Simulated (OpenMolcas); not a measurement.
**Predicting a hybrid from its neighbours: C2H3ClNSi**

C2H3ClNSi has 8 atoms, charge 0, and is taken as a doublet. As SMILES, `C[Si](Cl)C#N`. Geometry: relaxed at PBE0-D4/def2-TZVP.

The dipole moment y, in D, basis def2-SVP; a is the functional's share of exact exchange. Programs: OpenMolcas 26.06.

| functional | program | a | y (D) |
| --- | --- | --- | --- |
| UTPSS | OpenMolcas | 0 | 3.56 |
| UBLYP | OpenMolcas | 0 | 3.53 |
| UB3LYP | OpenMolcas | 0.2 | ? |
| UPBE0 | OpenMolcas | 0.25 | 3.66 |
| UBHLYP | OpenMolcas | 0.5 | 3.70 |

Task: Fit y = c + s·a to the known rows and predict UB3LYP.

Result: 
1. Means of the 4 rows: a = 0.1875, y = 3.612.
2. Σ(Δa)² = 0.17188, Σ(Δa·Δy) = 0.055625, so the slope is 0.055625/0.17188 = 0.32363.
3. Intercept: 3.612 − (0.32363) × 0.1875 = 3.551. The largest residual of the fit is 0.028.
4. UB3LYP: 3.551 + (0.32363) × 0.2 = 3.62 D.

The run gave 3.61 D, so the prediction is off by +0.01 D, within the largest residual. More exact exchange makes the molecule more polar here.
